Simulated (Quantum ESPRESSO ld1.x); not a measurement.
The numbers below are computed, except where a source is named.
All-electron atom: Hf I in [Xe] 4f14 5d2 6s2. Code: ld1.x of Quantum ESPRESSO 7.5. Model: non-relativistic Kohn-Sham, BLYP, spin-unpolarised, spherical densities, point nucleus; relativity is left out, which matters for an element this heavy.

Unscreened Slater integrals over Kohn-Sham orbitals (cm^-1).

F0(5d,5d): 85885
F2(5d,5d): 42147
F4(5d,5d): 27032
F0(5d,6s): 61480
G2(5d,6s): 16961
F0(5d,4f): 115660
F2(5d,4f): 23254
F4(5d,4f): 10537
G1(5d,4f): 9240.0
G3(5d,4f): 7673.7
G5(5d,4f): 5881.8
F0(5d,5p): 104610
F2(5d,5p): 47492
G1(5d,5p): 55289
G3(5d,5p): 33593
F0(6s,6s): 52452
F0(6s,4f): 69523
G3(6s,4f): 1628.2
F0(6s,5p): 66441
G1(6s,5p): 4023.9
F0(4f,4f): 312490
F2(4f,4f): 149240
F4(4f,4f): 93787
F6(4f,4f): 67517
F0(4f,5p): 174960
F2(4f,5p): 53634
G2(4f,5p): 23753
G4(4f,5p): 18988
F0(5p,5p): 142050
F2(5p,5p): 76313

Derived for the open shells (J is the average intra-shell exchange parameter used in DFT+U). 5d: Racah B = F2/49 - 5 F4/441 = 553.7 cm^-1, C = 35 F4/441 = 2145 cm^-1, C/B = 3.87, F4/F2 = 0.641, J = (F2 + F4)/14 = 4941 cm^-1.
